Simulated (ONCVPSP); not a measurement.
## Pd (Z = 46): one change to an ONCV potential, before and after

ONCVPSP 4.0.1 input, shortened (lines: element, Z, core and valence counts, functional; n l f; lmax; l rc ep ncon nbas qcut; lloc lpopt rc5 dvloc0; l nproj debl; icmod fcfact rcfact), PBE, scalar-relativistic:

```
  Pd 46.00    6    3        4      upf
    1    0    2.00
    2    0    2.00
    2    1    6.00
    3    0    2.00
    3    1    6.00
    3    2   10.00
    4    0    2.00
    4    1    6.00
    4    2   10.00
    3
    0    1.55    0.00    3    7    8.70
    1    1.25    0.00    5    9    8.70
    2    1.90    0.00    5   10    9.10
    3    1.50    0.24    4    7    8.40
    4    5    0.95    0.00
    0    2    0.90
    1    2    0.60
    2    1    0.60
    3    1    2.80
    3    6.00    1.40
```

In the s channel the program set the typed energies aside and used -3.136, 0.250 Ha. In the p channel the program set the typed energies aside and used -1.882, 0.250 Ha.

Change: core correction Teter function, fcfact 6, rcfact 1.7.

Cutoffs: the cutoffs (Ha) at which the residual kinetic energy of the hardest occupied pseudo-wave falls to 1 and 0.1 mHa per electron; they do not see the model core or the augmentation charge, which bear on the density cutoff. Errors are all-electron minus pseudo energies relative to the spin-unpolarised reference configuration.

Task: What does the change do?

Result: The potential gets neither clearly harder nor softer (37 Ha and 142 Ha → 37 Ha and 142 Ha); of the 3 tests that both files solve, the error grows in 3 and shrinks in 0 by more than 15 % and 0.3 meV (median size 0.2 → 1.9 meV); neither file shows a bound ghost. A model core, the more so a compact one, raises the density cutoff, which this test does not measure.

```tsv
quantity	base	changed
cutoff, loose	37 Ha	37 Ha
cutoff, tight	142 Ha	142 Ha
bound ghosts	none	none
GHOST(+) flags under 300 eV	s at 155.6 eV	s at 155.6 eV
tests with a reliable result	3 of 4	3 of 4
error for 4s2 4p6 4d9, meV [ΔE 9.12 eV]	-0.1	-0.4
error for 4s2 4p6 4d8, meV [ΔE 29.93 eV]	-0.2	-2.5
error for 4s2 4p6 4d8 5s1, meV [ΔE 13.64 eV]	+1.5	-1.9
s: phases at 1.57 bohr within 0.05 rad from the reference energy up to (Ha; the scan ends near 5)	to the end of the scan	to the end of the scan
p: phases at 1.27 bohr within 0.05 rad from the reference energy up to (Ha; the scan ends near 5)	to the end of the scan	to the end of the scan
d: phases at 1.92 bohr within 0.05 rad from the reference energy up to (Ha; the scan ends near 5)	to the end of the scan	to the end of the scan
f: phases at 1.52 bohr within 0.05 rad from the reference energy up to (Ha; the scan ends near 5)	4.3	4.3
rms error of d²Exc/dni dnj with the model core, mHa	2.76	5.95
```
